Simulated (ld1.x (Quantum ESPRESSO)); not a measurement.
**Mg (Z = 12): one change to a PAW potential, before and after**

* Element: Mg
* Generator: ld1.x (Quantum ESPRESSO) 7.5
* Type: PAW
* Functional: Wu–Cohen
* Relativity: non-relativistic
* Frozen core: [He]
* Valence charge: 10
* Reference configuration: 2s2 2p6 3s2 3p0
* Partial waves: 2s (bound): rcut 1.15, rcutus 1.30 bohr; 3s (bound): rcut 1.15, rcutus 1.30 bohr; 2p (bound): rcut 1.05, rcutus 1.10 bohr; 3p (bound, empty): rcut 1.05, rcutus 1.10 bohr; 3d channel at 0.4 Ry: rcut 1.15, rcutus 1.45 bohr; 3d channel at 2.15 Ry: rcut 1.15, rcutus 1.45 bohr
* Local potential: all-electron potential smoothed inside 1.35 bohr (lloc = -2)
* Core correction: a·sin(br)/r model core, default radius (ld1.x builds one for every PAW set, though the input has nlcc=.false.)
* Augmentation charge: PSQ, inside the norm-conserving radii

Change: waves 2p (bound): rcut 1.05, rcutus 1.42 bohr; 3p (bound): rcut 1.05, rcutus 1.42 bohr.

Cutoffs: the cutoffs (Ry, on a coarse ladder) from which the occupation-weighted sum of valence levels, in a spherical-Bessel basis at the reference potential, stays within 10 and 1 mRy of its value at 400 Ry; they do not see the model core or the augmentation charge, which bear on the density cutoff. Errors are all-electron minus pseudo energies relative to the spin-unpolarised reference configuration.

Q: What does the change do?

A: The potential gets softer (70 Ry and 120 Ry → 50 Ry and 80 Ry); the number of tests that count goes from 6 to 0 (the test run of the changed file stopped, so its transferability is not established); neither file shows a bound ghost at the reference potential, the only one tested. A larger radius leaves more room for a smooth pseudo-wave, so fewer plane waves are needed.

```csv
quantity,base,changed
"cutoff, loose",70 Ry,50 Ry
"cutoff, tight",120 Ry,80 Ry
loose cutoff by channel (10 mRy a level),"s 45 Ry, p 55 Ry","s 45 Ry, p 30 Ry"
bound ghosts,none,none
"tests counted (converged, no solver errors)",6 of 7,0 of 7 (the test run stopped)
s: phases at 1.60 bohr within 0.05 rad from the reference energy up to (Ry; the scan ends near 5),to the end of the scan,to the end of the scan
p: phases at 1.60 bohr within 0.05 rad from the reference energy up to (Ry; the scan ends near 5),to the end of the scan,to the end of the scan
d: phases at 1.60 bohr within 0.05 rad from the reference energy up to (Ry; the scan ends near 5),to the end of the scan,to the end of the scan
lowest overlap eigenvalue by channel,"s 0.12, p 0.41, d 0.97","s 0.12, p 0.11, d 0.97"
```

Base: Tests not counted: 2s2 2p6 3s0 3p0 (pseudo-atom not self-consistent, printed error -482 eV).
